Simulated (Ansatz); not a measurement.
Calculated with Ansatz (gas phase, PBE0-D4/def2-TZVP geometries, no zero-point term in ΔE). CCSD(T)/CBS adds triple-zeta CCSD(T) − MP2 to the extrapolated MP2 energy (def2 sets, frozen cores). This one scheme is used for every species. DFT in def2-TZVPP. For Zn outer-core shells are correlated without core-valence functions, which leaves a few kJ/mol of doubt a bond. Scalar relativity is left out up to krypton. One conformer a species, not always the lowest.

`O[CH](Cl)[Zn][F]` + H₂O → `OC(O)Cl` + `[F][ZnH]`  (formal hydrolysis of a C–Zn bond)

`O[CH](Cl)[Zn][F]`:

Cartesian coordinates in Å:
```
O -0.496 -0.284 1.488
C 0.388 -0.136 0.443
Cl 0.927 -1.764 -0.216
Zn -0.151 0.846 -1.155
F -0.636 1.698 -2.602
H -1.330 -0.638 1.170
H 1.298 0.279 0.873
```

H₂O:

```xyz
3

O    -0.354   -0.097   -0.128
H     0.419   -0.661   -0.069
H    -0.065    0.758    0.197
```

`OC(O)Cl`:

Z-matrix (Å, degrees):
```
C
O 1 1.368
Cl 1 1.794 2 111.9
O 1 1.382 2 113.2 3 -118.9
H 1 1.091 2 106.8 3 115.8
H 2 0.965 1 108.0 3 61.6
H 4 0.964 1 107.1 2 -59.5
```

`[F][ZnH]`:

```xyz
3

F    -0.101    0.208   -1.653
Zn    0.005   -0.010    0.080
H     0.096   -0.198    1.572
```

| species | PBE energy (Eh) |
| --- | --- |
| `O[CH](Cl)[Zn][F]` | -2453.42930 |
| H₂O | -76.38007 |
| `OC(O)Cl` | -650.26331 |
| `[F][ZnH]` | -1879.54336 |

Q: Work out ΔE.

A: ΔE = (-650.26331) + (-1879.54336) − (-2453.42930) − (-76.38007) = 0.00270 Eh = +1.7 kcal/mol. CCSD(T)/CBS gives +2.8 kcal/mol.

Largest T1 diagnostic among the species: 0.018.

From PBE to PBE0 (25 % exact exchange), in def2-TZVPP and without D4, ΔE moves by −1.6 kcal/mol. Leaving LDA and LC-ωPBE aside and taking each functional with its dispersion term where it has one, the values, not all of them listed here, spread over 4.6 kcal/mol, from B97M-V to BLYP-D4. LDA lies −3.1 kcal/mol from PBE without D4. In def2-TZVPP, CCSD(T) changes the Hartree–Fock value by +5.1 kcal/mol (the triples alone add +0.6 kcal/mol) and MP2 by +6.6 kcal/mol.
